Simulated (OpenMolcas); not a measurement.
Cu IV: input and output

Input:

```
&GATEWAY
Coord
1

Cu 0.0 0.0 0.0
Basis=ANO-RCC-MB
Group=XYZ
NoMove
AngMom=0.0 0.0 0.0
AMFI
&SEWARD
Relativistic=R04O02
&RASSCF
FileOrb=start.orb
Symmetry=1
Spin=3
nActEl=8 0 0
Inactive=3 6
Ras2=5 0
CIRoot=10 10 1
SDav=10
CIMx=300
Iter=120 100
PrWF=0.3
OrbListing=Nothing
MaxOrb=0
Atom
>>> COPY $Project.JobIph JOB001
&RASSCF
FileOrb=start.orb
Symmetry=1
Spin=1
nActEl=8 0 0
Inactive=3 6
Ras2=5 0
CIRoot=15 15 1
SDav=15
CIMx=300
Iter=120 100
PrWF=0.3
OrbListing=Nothing
MaxOrb=0
Atom
CIOnly
>>> COPY $Project.JobIph JOB002
&RASSI
NrOfJobIphs=2 10 14
1 2 3 4 5 6 7 8 9 10
1 2 3 4 5 6 7 8 9 10 11 12 13 14
IphNames
JOB001
JOB002
EJob
SpinOrbit
DIPRint=1.0
SOCoupling=1000.0
Subsets=2
MEES
Property=10
'ANGMOM' 1 'ANGMOM' 2 'ANGMOM' 3 'MLTPL  1' 1 'MLTPL  1' 2 'MLTPL  1' 3
'AMFI' 1 'AMFI' 2 'AMFI' 3 'MLTPL  2' 6
SOProperty=3
'ANGMOM' 1 'ANGMOM' 2 'ANGMOM' 3
```

Launched by
```bash
OMP_NUM_THREADS=1 MOLCAS_MEM=2252 MOLCAS_PROJECT=a pymolcas a.inp > a.log  # once for each step of the input, in one work folder
```

A driver script runs the steps one by one and writes start.orb anew before each from the orbitals found so far, so a CI-only block uses the converged orbitals of the first block.

Output, cut to the results:

```
--- SEWARD ---
Basis set label: CU.ANO-RCC...4S3P1D.

      Electronic valence basis set:
      ------------------
      Associated Effective Charge  29.000000 au
      Associated Actual Charge     29.000000 au
      Nuclear Model: Point charge

      Shell  nPrim  nBasis  Cartesian Spherical Contaminant
         s      21       4        X
         p      15       3        X
         d      10       1                 X
Relativistic=R04O02
                  Relativistic Douglas-Kroll-Hess integrals:
                    - DKH order of Hamiltonian: 4
                    - DKH order of Properties : 2
--- RASSCF ---
Wave function specifications:
      -----------------------------

      Number of closed shell electrons          18
      Number of electrons in active shells       8
      Max number of holes in RAS1 space          0
      Max nr of electrons in RAS3 space          0
      Number of inactive orbitals                9
      Number of active orbitals                  5
      Number of secondary orbitals               4
      Spin quantum number                      1.0
      State symmetry                             1
Orbital specifications:
      -----------------------

      Symmetry species                           1   2
                                                ag  au
      Frozen orbitals                            0   0
      Inactive orbitals                          3   6
      Active orbitals                            5   0
      RAS1 orbitals                              0   0
      RAS2 orbitals                              5   0
      RAS3 orbitals                              0   0
      Secondary orbitals                         1   3
      Deleted orbitals                           0   0
      Number of basis functions                  9   9
      Number of CSFs                            10
      Number of root(s) required                10
      Iter CI   SX   CI       RASSCF       Energy    max ROT     max BLB   max BLB  Level Ln srch  Step   QN
          iter iter root      energy       change     param      element    value   shift minimum  type update
 Nr of preliminary CI iterations:   1
      Total energies have been shifted. Add                -1000.00 au
        1   1    4    0  -650.53127939    0.00E+00   3.22E-02    5   8 2  3.13E-01*  0.00   0.00    SX    NO
        2   1    3    0  -650.56767630   -3.64E-02*  1.90E-03    5   8 2  1.82E-02*  0.00   0.00    SX    NO
        3   1    3    0  -650.56780220   -1.26E-04* -1.09E-04    4   7 2  1.05E-03*  0.00   0.00    SX    NO
        4   1    3    0  -650.56780262   -4.18E-07* -6.29E-06    6   9 2  6.03E-05   0.00   0.00    SX    NO
        5   1    2    0  -650.56780262   -1.40E-09   3.85E-07    4   7 2  3.48E-06   0.00   1.06    QN   YES
      Convergence after  5 iterations
        6   1    2    0  -650.56780262   -4.09E-12   3.85E-07    1   7 2  4.48E-08   0.00   1.06    QN   YES
      Natural orbitals and occupation numbers for root  1
      sym 1:   1.751089   2.000000   1.248911   1.248911   1.751089
      Natural orbitals and occupation numbers for root  2
      sym 1:   1.818929   2.000000   1.818929   1.181071   1.181071
      Natural orbitals and occupation numbers for root  3
      sym 1:   2.000000   1.900651   1.099349   1.900651   1.099349
::    RASSCF root number  1 Total energy:  -1650.59407322
::    RASSCF root number  2 Total energy:  -1650.59407322
::    RASSCF root number  3 Total energy:  -1650.59407322
::    RASSCF root number  4 Total energy:  -1650.59407322
::    RASSCF root number  5 Total energy:  -1650.59407322
::    RASSCF root number  6 Total energy:  -1650.59407322
::    RASSCF root number  7 Total energy:  -1650.59407322
::    RASSCF root number  8 Total energy:  -1650.50650456
::    RASSCF root number  9 Total energy:  -1650.50650456
::    RASSCF root number 10 Total energy:  -1650.50650456
--- RASSCF ---
Wave function specifications:
      -----------------------------

      Number of closed shell electrons          18
      Number of electrons in active shells       8
      Max number of holes in RAS1 space          0
      Max nr of electrons in RAS3 space          0
      Number of inactive orbitals                9
      Number of active orbitals                  5
      Number of secondary orbitals               4
      Spin quantum number                      0.0
      State symmetry                             1
Orbital specifications:
      -----------------------

...
--- RASSI ---
SPIN-FREE ENERGIES:
  (Shifted by EMIN (a.u.) =      -1650.5940732173)

 SF State       Relative EMIN(au)   Rel lowest level(eV)    D:o, cm**(-1)      L_eff

     1             0.0000000000        0.0000000000              0.0000         3.0
     2             0.0000000000        0.0000000000              0.0000         3.0
     3             0.0000000000        0.0000000000              0.0000         3.0
     4             0.0000000000        0.0000000000              0.0000         3.0
     5             0.0000000000        0.0000000000              0.0000         3.0
     6             0.0000000000        0.0000000000              0.0000         3.0
     7             0.0000000000        0.0000000000              0.0000         3.0
    11             0.0718182067        1.9542729616          15762.2744         2.0
    12             0.0718182067        1.9542729616          15762.2744         2.0
    13             0.0718182067        1.9542729616          15762.2744         2.0
    14             0.0718182067        1.9542729616          15762.2744         2.0
    15             0.0718182067        1.9542729616          15762.2744         2.0
    10             0.0875686615        2.3828646720          19219.0997         1.0
     8             0.0875686615        2.3828646720          19219.0997         1.0
     9             0.0875686615        2.3828646720          19219.0997         1.0
    16             0.1126835821        3.0662764752          24731.1876         4.0
    17             0.1126835821        3.0662764752          24731.1876         4.0
    18             0.1126835821        3.0662764752          24731.1876         4.0
    19             0.1126835821        3.0662764752          24731.1876         4.0
    20             0.1126835821        3.0662764752          24731.1876         4.0
    21             0.1126835821        3.0662764752          24731.1876         4.0
...
```

Levels above the lowest, from the spin-orbit matrix, grouped by J:

| Configuration | Term | J | E (cm-1) | Measured (cm-1) | g | Term weight % |
| --- | --- | --- | --- | --- | --- | --- |
| 3d8 | 3F | 4 | 0.0 | 0.0 | 1.250 | 100 |
| 3d8 | 3F | 3 | 1572 | 1861 | 1.084 | 100 |
| 3d8 | 3F | 2 | 2633 | 3078 | 0.668 | 99 |
| 3d8 | 1D | 2 | 16674 | 16248 | 1.048 | 89 |
| 3d8 | 3P | 2 | 20392 | 19697 | 1.451 | 90 |
| 3d8 | 3P | 1 | 20791 | 20097 | 1.501 | 100 |
| 3d8 | 3P | 0 | 21179 | 20423 |  | 100 |
| 3d8 | 1G | 4 | 25939 | 26913 | 1.000 | 100 |

Against the 7 measured excited levels shown (Sugar and Musgrove, J. Phys. Chem. Ref. Data 19, 527 (1990)) the mean absolute deviation is 610 cm-1; the largest miss in energy is 3d8 1G4: computed 25939, measured 26913 cm-1 (-3.6 %), and the largest in proportion 3d8 3F3 (-15.5 %).

Without dynamic correlation excited terms often stand tens of per cent too high (terms of higher spin than the ground term too low), and those without a measured partner can miss by more than the paired ones. Terms from blocks run as CI alone lack orbitals of their own. The basis is small and was not contracted for so high a charge. Measured partners are found by configuration, term and J. A level has none where our copy of the source lacks it or the pairing is in doubt (some pairs that miss far off the trend of their configuration count as doubtful), and it then counts in no deviation. Only configurations of the active space appear. The first state left out of the spin-orbit step lies near 61000 cm-1 above the lowest spin-free state of the reference (among the parities and spins computed), and the list stops at four fifths of that energy or lower.

The term weight is that of the spin-free term in the level, not the purity of its configuration.
